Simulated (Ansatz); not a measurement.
Ideal-gas functions of `O=C=[N][GeH]([F])[Cl]` at 400 K and 1 bar, from an Ansatz frequency run at PBE0-D4/def2-TZVP.

Molar mass 170.09 g/mol, point group C1 (symmetry number 1), electronic degeneracy 1, moments of inertia 181.433, 368.614, 474.886 u Å². Harmonic wavenumbers (cm⁻¹, unscaled): 21, 69, 184, 214, 257, 446, 533, 641, 690, 708, 727, 739, 1461, 2259, 2376.

Use S(trans) = R[1.5 ln M + 2.5 ln T − 1.1517]; rotational temperatures θ = 24.2544 K / I; S(rot) = R[ln(√π/σ · √(T³/θAθBθC)) + 1.5]; for each mode x = 1.438777 ν̃/T, S = R[x/(eˣ − 1) − ln(1 − e⁻ˣ)] and H = RT x/(eˣ − 1); 1 cm⁻¹ = 0.0119627 kJ/mol; R = 8.31446 J/(mol·K).

Task: By hand: the entropy, in J/(mol·K).

Result: Translation 179.0. Rotation: θ = 0.1337, 0.0658, 0.0511 K, giving 124.0. Vibration, mode by mode: 29.79, 19.92, 11.90, 10.69, 9.26, 5.22, 4.07, 3.00, 2.61, 2.48, 2.35, 2.27, 0.27, 0.02, 0.02, in all 103.9. Electronic 0.0. Sum 406.9 J/(mol·K).

Task: By hand: H − E and G − E in kJ/mol, counted from the electronic energy.

Result: Zero-point energy ½ × 11325 × 0.0119627 = 67.7; thermal vibration 18.9; translation, rotation and pV give 4 RT = 13.3. H − E = 99.9 kJ/mol, and G − E = 99.9 − 400 × 406.9/1000 = -62.9 kJ/mol.

Vibration gives 26 % of the entropy, 49.7 J/(mol·K) of it from the modes under 150 cm⁻¹: soft modes count most, and the harmonic formula is weakest for them. The sum counts one conformer and one mirror image; others add a mixing term.
